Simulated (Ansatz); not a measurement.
Stepwise reaction of `[NH2][V]([NH2])(=[O])[OH]` with water, as a gas-phase model of exchange steps in deposition or etching. ΔE in kJ/mol; ΔG adds harmonic PBE0-D4 terms to CCSD(T)/CBS, at 1 bar.

Gas-phase electronic energies from Ansatz, PBE0-D4/def2-TZVP geometries. CBS: MP2 limit from def2 TZ/QZ plus the TZ coupled-cluster correction, frozen cores. This one scheme is used for every species. DFT in def2-TZVPP. B3LYP here is the variant with VWN-RPA as its local correlation; programs differ in this. For V outer-core shells are correlated without core-valence functions, which leaves a few kJ/mol of doubt a bond. Scalar relativity is left out up to krypton. One conformer a species, not always the lowest.

```
step                                                              reaction  PBE-D4  B3LYP-D4  ωB97M-V  CCSD(T)/CBS  ΔG(400 K)
   1  `[NH2][V]([NH2])(=[O])[OH]` + H₂O → `[NH2][V](=[O])([OH])[OH]` + NH₃   -23.7     -22.3    -22.0        -14.8      -11.5
   2    `[NH2][V](=[O])([OH])[OH]` + H₂O → `[O]=[V]([OH])([OH])[OH]` + NH₃   -64.9     -64.4    -64.3        -59.3      -49.3
```

(1) By hand: ΔE of the 2 steps together at CCSD(T)/CBS.

Results:

(1) (-14.8) + (-59.3) = -74.1 kJ/mol, or -37.0 kJ/mol a step.

In ΔE each step is lower than the one before. All are downhill at CCSD(T)/CBS. ΔG lies between -49.3 and -11.5 kJ/mol a step. PBE-D4 differs from CCSD(T)/CBS by -8.9 to -5.6 kJ/mol a step. Isolated molecules leave out the surface, adducts and barriers. Largest T1 diagnostic: 0.033.
